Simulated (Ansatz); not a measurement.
Ansatz (an electronic-structure program) input (MP2/6-31G* with LANL2DZ past Ar): The .json file joins the Basis Set Exchange's 6-31G* for atoms up to Ar and LANL2DZ past it.

Ansatz 0.2 input:
```yaml
crystal:
  periodic: [false, false, false]
  atoms:
    - {symbol: C, position_ang: [1.86665100, -1.68166300, -0.35064600]}
    - {symbol: Ge, position_ang: [0.10362400, -0.85723000, -0.15829300]}
    - {symbol: C, position_ang: [-1.41202200, -2.07925500, -0.34383300]}
    - {symbol: I, position_ang: [-0.12038100, 0.95960300, -1.93155700]}
    - {symbol: I, position_ang: [-0.02197000, 0.21799500, 2.14900800]}
    - {symbol: H, position_ang: [2.63787500, -0.92425300, -0.23159300]}
    - {symbol: H, position_ang: [1.98723500, -2.44848000, 0.41425200]}
    - {symbol: H, position_ang: [1.94490200, -2.12946200, -1.34108500]}
    - {symbol: H, position_ang: [-2.34143100, -1.52807500, -0.22124600]}
    - {symbol: H, position_ang: [-1.38502900, -2.53327000, -1.33416600]}
    - {symbol: H, position_ang: [-1.34269600, -2.85228800, 0.42117100]}
basis:
  gaussian:
    orbitals: 6-31Gs+LANL2DZ.json
magnetization: {spin_polarized: false}
correlation: {method: mp2, electrons: outside_noble_gas}
relax: {f_tol: 0.003, max_steps: 120}
```

From the output:

```
reference -2864.19615198 eV, -105.2572671632 hartree; 16, 16 occupied and 48, 48 virtual orbitals, 928 factors
densities: 0.12 GiB planned
second order -9.63350504 eV of doubles, -0.00000000 eV of singles
the calculation of the forces begins
relax step   7: F+E_penalty+E_count = -2873.82965702 eV  Δ(F+E_penalty+E_count) = -2.167e-6 eV  max|allowed force component| = 2.270e-4 eV/Å  Δτ_max = 0.0006 Å  (36 SCF iters, accepted)
these checks for a lower state are left out or cut short: cluster_reference
integrals: 0.03 GiB planned
928 factors; integrals over basis functions are off by at most 4.0e-4 eV
mean field: 0.16 GiB planned
mean field evaluation 96: about -2864.1962 eV, gradient 2.0e-6 eV
mean field -2864.19615198 eV, -105.2572671632 hartree, gradient 2.0e-6 eV, S^2 0.000000; 1 other end points of the search recorded, 0 dependent functions left out
2 core orbitals not correlated
reference -2864.19615198 eV, -105.2572671632 hartree; 16, 16 occupied and 48, 48 virtual orbitals, 928 factors
densities: 0.12 GiB planned
second order -9.63350504 eV of doubles, -0.00000000 eV of singles
the calculation of the forces begins
Total energy: -2873.82965702 eV, -105.6112919437 hartree
Atom 0 at     1.840748    -1.684173    -0.350477 Å, force     0.000208    -0.000120    -0.000027 eV/Å
Atom 1 at     0.100505    -0.831432    -0.153529 Å, force    -0.000027     0.000227     0.000042 eV/Å
Atom 2 at    -1.386269    -2.075500    -0.343772 Å, force    -0.000173    -0.000166    -0.000026 eV/Å
Atom 3 at    -0.126858     1.011991    -1.991286 Å, force     0.000013    -0.000110     0.000052 eV/Å
Atom 4 at    -0.025208     0.245975     2.223578 Å, force     0.000010    -0.000085    -0.000088 eV/Å
Atom 5 at     2.649453    -0.959762    -0.238326 Å, force    -0.000045     0.000046     0.000009 eV/Å
Atom 6 at     1.959757    -2.460151     0.410270 Å, force     0.000043     0.000053    -0.000040 eV/Å
Atom 7 at     1.917541    -2.142021    -1.340184 Å, force     0.000045     0.000036     0.000053 eV/Å
Atom 8 at    -2.344214    -1.565325    -0.227949 Å, force     0.000033     0.000055     0.000009 eV/Å
Atom 9 at    -1.355456    -2.538925    -1.333384 Å, force    -0.000052     0.000024     0.000054 eV/Å
Atom 10 at    -1.313241    -2.857055     0.417071 Å, force    -0.000055     0.000041    -0.000039 eV/Å
Dipole moment:     0.083592    -0.691513    -0.127693 e Å
Checks for a lower state left out: cluster_reference
```

The geometry given is a B3LYP-D3(BJ)/def2-TZVP minimum.
